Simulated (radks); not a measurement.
Values are calculated unless marked as measured or tabulated.
The lithium anion Li-, [He] 2s2, held by a Watson sphere: a shell of charge +1 at radius R that stands for the Madelung well of a crystal (potential energy -1/R inside, -1/r outside, in hartree with lengths in bohr). Code: a radial shooting solver on a logarithmic mesh with Libxc functionals. Model: non-relativistic Kohn-Sham, r2SCAN, spin-polarised, spherical densities, point nucleus; meta-GGA in the generalised Kohn-Sham scheme.

| R (bohr) | e(1s) (eV) | e(2s) (eV) | <r> 2s (bohr) | sum of <r^2> (bohr^2) | X-ray form factor at sin(theta)/lambda = 0.1 1/angstrom |
|---|---|---|---|---|---|
| 1.87 | -55.667 | -4.740 | 3.189 | 24.85 | 2.769 |
| 2.24 | -54.138 | -4.579 | 3.309 | 26.55 | 2.713 |
| 2.32 | -53.906 | -4.541 | 3.336 | 26.96 | 2.701 |
| 2.81 | -52.945 | -4.287 | 3.516 | 29.72 | 2.620 |
| 2.95 | -52.771 | -4.212 | 3.569 | 30.57 | 2.597 |
| 3.29 | -52.463 | -4.028 | 3.698 | 32.71 | 2.544 |
